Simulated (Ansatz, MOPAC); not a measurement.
The molecule RhN, closed-shell singlet (lowest of 2S+1 = 1, 3, 5, 7 at CCSD(T)/def2-TZVPP on PBE0 minima; our sources give no spin for the ground state, which may be another). No spin–orbit coupling.

The constants come from a fifth-degree fit in 1/R (seven points, main isotopes). In def2 and cc sets the state is the lowest found near the PBE0 minimum, followed along R. The singlet is held restricted.

Correlated levels freeze the inner cores; with def2 sets outer-core shells near the valence are correlated too. The state that PM7 reach isn't checked; PM7 holds dispersion and hydrogen-bond terms.

Programs: Ansatz (a program for electronic structure) with Gaussian orbitals; MOPAC for PM7 (differences of heats of formation). Each number belongs to the level named beside it. In def2 rows elements past Kr take small-core potentials, without spin–orbit coupling.

What bond length and harmonic frequency does PM7 give?

r_e = 1.652 Å, ω_e = 1004 cm⁻¹.

What bond length and harmonic frequency does wB97M-V/def2-TZVPP give?

r_e = 1.581 Å, ω_e = 1070 cm⁻¹.

What bond length and harmonic frequency does B2PLYP/def2-TZVPP give?

r_e = 1.626 Å, ω_e = 973 cm⁻¹.

Doubts at one or more of the structures used: a restricted determinant that unrestricted orbitals would lower (B2PLYP/def2-TZVPP).
